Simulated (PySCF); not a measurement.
**Correlation energy of S (sulfur, neutral)**

[Ne] 3s2 3p4, high-spin 3P determinant. Computed with PySCF 2.14 in x2c-TZVPPall (5s5p3d1f, 42 functions), with scalar relativity by spin-free X2C-1e. Frozen: 1s2; 14 electrons correlated.

```csv
level,correlation energy (mhartree)
CCSD,-297.54
(T),-6.13
CCSD(T),-303.67
```

Diagnostics: T1 = 0.0070, D1 = 0.0326, largest double amplitude 0.059.

Task: Is a single reference adequate?

Result: Yes: T1 lies below 0.03 and no double amplitude reaches 0.07.

This basis was not built for core-valence correlation, so the inner-shell part is incomplete.
